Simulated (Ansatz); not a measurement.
System: 2-methylidenebut-3-enylsilane, C₅H₁₀Si (charge 0, singlet). SMILES: C(=C)(C[SiH3])C=C
Geometry from a B3LYP-D3(BJ)/def2-TZVP (Ansatz, a first-principles code) optimisation:
```xyz
16

C     -1.4169     1.6306    -0.8536
C     -1.5719     0.3150    -0.7037
C     -0.5087    -0.6746    -0.5258
C     -0.8329    -1.9673    -0.3892
C      0.9217    -0.2149    -0.4668
Si     1.4438     0.3647     1.2570
H     -2.2720     2.2804    -0.9814
H     -0.4460     2.1076    -0.8502
H     -2.5777    -0.0937    -0.7120
H     -1.8658    -2.2903    -0.4027
H     -0.0794    -2.7331    -0.2582
H      1.1074     0.5896    -1.1818
H      1.5878    -1.0366    -0.7382
H      0.5702     1.4515     1.7527
H      2.8417     0.8616     1.2100
H      1.3737    -0.7764     2.1991
```
Charge 0, spin multiplicity 1.

Property: atomisation energy (electronic, to ground-state atoms), in kcal/mol. Valence correlation only, unless marked. UHF or UKS for open shells. No spin-orbit coupling. No relativistic terms. The coupled-cluster limit lacks core correlation, which all-electron functionals hold. CBS marks a two-point X^-3 extrapolation of the correlation energy; Hartree-Fock from the larger set.

The Hartree-Fock reference is unstable (checked in the largest basis), which strains HF and MP2. 

```tsv
level	program	atomisation energy (kcal/mol)
BHLYP-D4/def2-TZVPD	Ansatz + dftd4	[?]
wB97X-V/def2-TZVPD	Ansatz	[?]
CCSD/6-31G	Ansatz	1300.3
CCSD/cc-pV(T+d)Z	Ansatz	1460.7
CCSD(T)/CBS(cc-pV(T+d)Z,cc-pV(Q+d)Z)	Ansatz	1516.0
```

Question: Some entries are withheld; supply them.

Answer: 
- BHLYP-D4/def2-TZVPD, atomisation energy (kcal/mol): 1485.2
- wB97X-V/def2-TZVPD, atomisation energy (kcal/mol): 1517.3
